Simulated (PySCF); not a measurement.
PBE on As (arsenic, neutral), [Ar] 3d10 4s1 4p3 4d1, high-spin 6D determinant (an excited configuration). Computed with PySCF 2.14 in x2c-TZVPPall with one added diffuse shell each of s, p, d type (7s6p5d1f, 57 functions), with the spin-free X2C one-electron Hamiltonian (Gaussian nucleus).

```
cycle= 1 E= -2259.82309888522  delta_E= -0.00902  |g|= 0.189  |ddm|= 0.174
cycle= 2 E= -2259.82206412447  delta_E= 0.00103  |g|= 0.207  |ddm|= 0.126
cycle= 3 E= -2259.82690882365  delta_E= -0.00484  |g|= 0.00377  |ddm|= 0.0727
cycle= 4 E= -2259.82691426628  delta_E= -5.44e-06  |g|= 0.00014  |ddm|= 0.00566
cycle= 5 E= -2259.82691427969  delta_E= -1.34e-08  |g|= 1.06e-05  |ddm|= 0.000569
cycle= 6 E= -2259.82691427985  delta_E= -1.59e-10  |g|= 1.13e-06  |ddm|= 7.04e-05
converged SCF energy = -2259.82691427985  <S^2> = 8.7509042  2S+1 = 6.0003014
```

Highest occupied orbital energy: 0.227 eV; ⟨L²⟩ = 6.00; populations by l: s 7.00, p 15.00, d 11.00, f 0.00.

Problem. Can this result be used?

Solution. Not for this state. Self-consistency was reached. The outer electron is Rydberg-like, and this basis confines it to a smaller radius and binds it less than a complete one would. At PBE the highest occupied level has a positive energy, so only the finite basis holds that electron; for this excited configuration the basis is too tight for the outer shell.
